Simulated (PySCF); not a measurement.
Static response to an electric field

Compound: C6H6F2.
Cartesian coordinates in Å at the GFN2-xTB level; atoms count from 1:
```xyz
14
C6H6F2 angstrom
C     -2.811   -0.170    0.781
C     -1.563    0.167    0.462
C     -0.585   -0.813    0.073
C      0.698   -0.607   -0.269
F      1.426   -1.706   -0.600
C      1.491    0.605   -0.358
C      2.770    0.665   -0.715
F      0.842    1.748   -0.045
H     -3.145   -1.195    0.764
H     -3.539    0.568    1.069
H     -1.262    1.202    0.491
H     -0.920   -1.843    0.053
H      3.312   -0.226   -0.970
H      3.286    1.606   -0.756
```

Level: CAM-B3LYP/def2-SVPD (PySCF), static field, nuclei fixed, core orbitals frozen in the response. The polarisability tensor in these axes (au):

```
x   145.64  11.00 -26.84
y    11.00  65.97  -1.01
z   -26.84  -1.01  54.57
```

Diagonalise the tensor; give its mean and Δα, where Δα² is half the sum of the squared differences of the eigenvalues.

Principal values 47.04, 64.84 and 154.30 au; mean 88.73 au = 13.15 Å³ = 14.63 × 10⁻⁴⁰ C²·m²/J; Δα = 99.56 au (112 % of the mean).

What is the dipole moment, and where does it point?

(-0.27, 0.04, 0.08) D, 0.29 D in size, pointing from the negative to the positive side. Measured along this direction, the outermost atoms are H13 at the negative end and H10 at the positive end.

Refractivity n − 1 of an ideal gas of it at 500 K and 1 atm, from the electronic α?

N = p/kT = 1.4678 × 10¹⁹ cm⁻³, so n − 1 = 2π × N × 13.15 × 10⁻²⁴ cm³ = 1213 × 10⁻⁶ at long wavelengths.

What are the principal values of the traceless quadrupole moment, Θ = ½Σq(3rr − r²1), about the centre of nuclear charge?

-5.70, -4.58, 10.28 D·Å. The values depend on the origin, since the dipole doesn't vanish. The electronic extent ⟨r²⟩ about the same centre is 1109 bohr², a root-mean-square distance of 2.27 Å for the 60 electrons.

Orientational against electronic polarisability at 298 K (dilute gas, rigid molecules)?

In Gaussian units μ²/3kT = 0.66 Å³ against 13.15 Å³, a ratio of 0.05; the Debye molar polarisation (4π/3)N_A(α + μ²/3kT) is 34.8 cm³/mol, leaving out the vibrational part.

Find the Langevin capture rate constant for O2+ (31.990 u) meeting this molecule (116.044 u), k = 2.342 × 10⁻⁹ cm³/s × √(α in Å³ / reduced mass in u).

The reduced mass is 25.08 u, so k = 1.70 × 10⁻⁹ cm³/s.

Geometry: GFN2-xTB, one conformer, isolated molecule.

The run behind these numbers computed excited states as well. On one thread of an x86-64 server, shared host, this took 38 s.
